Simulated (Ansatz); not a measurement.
Mulliken charges of `F[C]1=[CH][GeH]1[SiH3]` from B3LYP/def2-TZVPP in Ansatz (PBE0-D4/def2-TZVP geometry).

```
atom   x (Å)   y (Å)   z (Å)  charge (e)
  F1   0.468  -2.894   0.883      -0.175
  C2   0.730  -1.684   0.421       0.172
  C3   1.643  -0.769   0.642      -0.196
 Ge4   0.361  -0.200  -0.715       0.057
 Si5  -1.345   1.354  -0.161       0.142
  H6   2.524  -0.595   1.244       0.134
  H7   0.801  -0.296  -2.189      -0.002
  H8  -2.587   1.044  -0.916      -0.044
  H9  -1.602   1.254   1.297      -0.041
 H10  -0.910   2.734  -0.503      -0.046
```

By hand: the dipole of these point charges (1 e Å = 4.8032 D).

Σ q r = (0.109, 0.246, -0.090) e Å, of length 0.284 e Å = 1.36 D.

How does the dipole of the full density compare? (An estimate is asked.)

The calculation gave: (-0.007, 0.333, -0.091) e Å, 1.66 D; the point charges give 0.82 times that, at 24° from its direction.

Point charges leave out the atoms' own dipoles, such as those of lone pairs, and Mulliken's split depends on the basis, so the two needn't agree.

B3LYP here is the variant with VWN-RPA as its local correlation; programs differ in this.
